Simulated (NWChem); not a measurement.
System: CH₆AuNO; SMILES C[O][Au]<-[NH3]

Here is an NWChem input.

```
start job
memory heap 200 mb stack 900 mb global 1100 mb
geometry units angstroms noautoz
  Au     0.062963    -0.172209    -0.001393
  O      0.530450     1.740408    -0.002608
  C     -0.507301     2.681999     0.000235
  H     -1.171276     2.637230     0.901577
  H     -0.045800     3.699041    -0.002270
  H     -1.177650     2.635692    -0.896275
  N     -0.272430    -2.249755    -0.000670
  H      0.056973    -2.693359    -0.870993
  H     -1.275528    -2.466957     0.089542
  H      0.210266    -2.715886     0.782027
end
basis spherical
  * library def2-svp
end
ecp
  Au library def2-ecp
end
dft
  xc xwpbe 1.00 cpbe96 1.0 hfexch 1.00
  cam 0.4 cam_alpha 0.0 cam_beta 1.0
  iterations 150
  mulliken
end
task dft energy
```

Structure relaxed at the PBE-D3(BJ)/def2-SVP level. No frequency run checked for a minimum. def2 effective core potentials on Au; no spin-orbit coupling.

Q: What results follow from this input? (LC-wPBE (HJS exchange hole, range parameter 0.4 per bohr)/def2-SVP with def2 effective core potentials on Au.) Quantities: energy (Ha); highest occupied level (eV); orbital gap (eV); dipole (D).

A: energy (Ha): -307.22
highest occupied level (eV): -8.12
orbital gap (eV): 10.09
dipole (D): 8.00
